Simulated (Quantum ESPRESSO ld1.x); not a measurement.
Question: Species: Cr III. Configuration: [Ne] 3s2 3p5 3d5 (not the ground configuration). Method: Dirac Kohn-Sham, PBE, spin-unpolarised, spherical densities, point nucleus; open shells fill j = l - 1/2 first; computed with ld1.x of Quantum ESPRESSO 7.5. Some entries of the table are withheld. Estimate them.

| orbital | occ. | eigenvalue (eV) | <1/r> (bohr^-1) |
|---|---|---|---|
| 1s1/2 | 2 | -5906.11 | (1) |
| 2s1/2 | 2 | -690.690 | 5.071 |
| 2p1/2 | 2 | (2) | 5.012 |
| 2p3/2 | 4 | (3) | 4.936 |
| 3s1/2 | 2 | -96.3961 | 1.579 |
| 3p1/2 | 2 | (4) | 1.454 |
| 3p3/2 | 3 | (5) | 1.437 |
| 3d3/2 | 4 | -23.8822 | 1.101 |
| 3d5/2 | 1 | -23.7845 | 1.097 |
| 4s1/2 | 0 | -18.8766 | 0.4907 |
| 4p1/2 | 0 | -13.6804 | 0.4127 |
| 4p3/2 | 0 | -13.5858 | 0.4099 |
| 4d3/2 | 0 | -7.0701 | 0.2860 |
| 4d5/2 | 0 | -7.0611 | 0.2857 |
| 4f5/2 | 0 | -3.8155 | 0.1565 |
| 4f7/2 | 0 | -3.8155 | 0.1565 |

Answer: 
(1) 1s1/2 <1/r> (bohr^-1): 23.88
(2) 2p1/2 eigenvalue (eV): -590.312
(3) 2p3/2 eigenvalue (eV): -581.642
(4) 3p1/2 eigenvalue (eV): -68.3732
(5) 3p3/2 eigenvalue (eV): -67.3314
